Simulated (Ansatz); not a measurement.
CH7BOSSi can be A, `OBCS[SiH3]`, or B, `CSBO[SiH3]`.

Program: Ansatz. Geometries: PBE0-D4/def2-TZVP. ΔE: electronic, gas phase. CBS: MP2 limit from def2 TZ/QZ plus the TZ coupled-cluster correction, frozen cores. DFT in def2-TZVPP. B3LYP here is the variant with VWN-RPA as its local correlation; programs differ in this. Each species was taken in one conformer, which may not be the lowest.

Question: Which isomer does CCSD(T)/CBS put lower? Give the gap. (An estimate is asked.)

Answer: The calculation gave: B, by 24.0 kcal/mol.

Question: Give E(B) − E(A) in kcal/mol with B3LYP, r2SCAN-D4, BLYP-D4, CCSD(T)/def2-TZVPP, CCSD/def2-TZVPP, MP2/def2-TZVPP, HF/def2-TZVPP. (Best estimate.)

Answer: Ansatz gave: B3LYP -24.9, r2SCAN-D4 -24.4, BLYP-D4 -24.7, CCSD(T)/def2-TZVPP -24.3, CCSD/def2-TZVPP -24.4, MP2/def2-TZVPP -24.6, HF/def2-TZVPP -27.0. None reverses the order clearly.

Question: Does the order hold for the free energy at 298.15 K (harmonic terms from PBE0-D4)? (Estimate.)

Answer: The calculation gave: Yes: G(B) − G(A) = -24.2 kcal/mol, for one conformer each. Modes under 60 cm⁻¹, often nearly free rotors, make the harmonic entropy too high.

Largest T1 diagnostic: 0.013.

In def2-TZVPP, CCSD(T) changes the Hartree–Fock value by +2.7 kcal/mol (the triples alone add +0.1 kcal/mol) and MP2 by +2.4 kcal/mol. At CCSD(T), def2-SVP lies +1.1 kcal/mol from the extrapolated value and def2-TZVPP −0.3 kcal/mol.
